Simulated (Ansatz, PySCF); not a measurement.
Here is a job for PySCF.
```python
from pyscf import gto, scf, mp

mol = gto.M(
    atom='''
C    -0.00000000   -0.00000000   -0.48313248
N     0.00000000    0.00000000    0.64166810
H    -0.00000000   -0.00000000   -1.59288180
''',
    basis='6-311g**',
    charge=1,
    spin=1,
    verbose=4,
)

mf = scf.UHF(mol)
mf.kernel()

pt = mp.MP2(mf, frozen=2)
pt.kernel()
print('E(MP2) = %.10f' % pt.e_tot)
```

**Question.** Give the equivalent Ansatz (an electronic-structure program) input.

**Answer.** Several could match; the one computed here: 
Ansatz 0.2 input:
```yaml
crystal:
  periodic: [false, false, false]
  atoms:
    - {symbol: C, position_ang: [-0.00000000, -0.00000000, -0.48313248]}
    - {symbol: N, position_ang: [0.00000000, 0.00000000, 0.64166810]}
    - {symbol: H, position_ang: [-0.00000000, -0.00000000, -1.59288180]}
basis:
  gaussian:
    orbitals: 6-311G__.json
total_charge: 1
magnetization: {spin_polarized: true, initial_magnetization: 1}
correlation: {method: mp2, electrons: outside_noble_gas}
accuracy: high
```
The basis file holds 6-311G** in the JSON format of the Basis Set Exchange.

Both were run: PySCF gave -92.679674 Eh and Ansatz -92.679674 Eh, 0.000 mEh apart.
